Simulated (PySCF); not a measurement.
# Dipole response of Pd⁺ (palladium, charge +1)

[Kr] 4d8 5s1, high-spin 4F determinant (an excited configuration). Calculation: PySCF 2.14, in x2c-QZVPPall with one added diffuse shell each of s, p, d, f, g type (14s9p8d5f3g, 143 functions); scalar relativity by spin-free X2C-1e. Coupled (time-dependent) response in atomic units; α is the mean over directions.

| method | mean α (bohr³) | C₆ (like pair) | S(−4) |
| --- | --- | --- | --- |
| B97-3 | 27.55 | 178.7 | 496.3 |

S(−4) is the Cauchy moment in α(ω) = α(0) + S(−4) ω² + …

Spin-orbit coupling is absent.

α(iu) at B97-3:

```tsv
u (hartree)	α(iu) (bohr³)
0	27.55
0.0500	26.38
0.100	23.55
0.200	17.32
0.300	12.99
0.500	8.455
0.750	5.850
1.00	4.428
1.50	2.873
2.00	2.031
3.00	1.166
5.00	0.5263
```

For an ion, C₆ is the dispersion term alone; charge-induced terms of lower order in 1/R come first.
